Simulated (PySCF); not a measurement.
## Low-lying terms of O⁶⁺ (oxygen, charge +6)

Ground state 1s2, ¹S. Calculation: PySCF 2.14, in an even-tempered Gaussian basis (18 s from 0.141 bohr⁻², ratio 2.5; 9 p from 0.183 bohr⁻², ratio 2.7; 7 d from 0.207 bohr⁻², ratio 2.7; 3 f from 16 bohr⁻², ratio 2.7); scalar relativity by spin-free X2C-1e. Vertical excitation energies in eV without spin-orbit coupling; excited terms of each kind are numbered among those the solver found. Frozen: nothing.

| term | leading excitation | EOM-EE-CCSD |
| --- | --- | --- |
| 1 3S | 1s → s | 561.18 |
| 1 3P° | 1s → p | 568.79 |
| 1 1S | 1s → s | 569.01 |
| 1 1P° | 1s → p | 574.10 |
| 2 3S | 1s → s | 662.16 |
| 2 1S | 1s → s | 664.24 |
| 2 3P° | 1s → p | 664.27 |
| 1 3D | 1s → d | 665.33 |
| 1 1D | 1s → d | 665.38 |
| 2 1P° | 1s → p | 665.76 |
| 2 3D | 1s → d | 698.16 |
| 2 1D | 1s → d | 698.19 |

Only the lower part of the computed list is shown. Doubly excited terms such as np² are absent. The solver can miss terms. The 12 highest virtual orbitals were dropped.
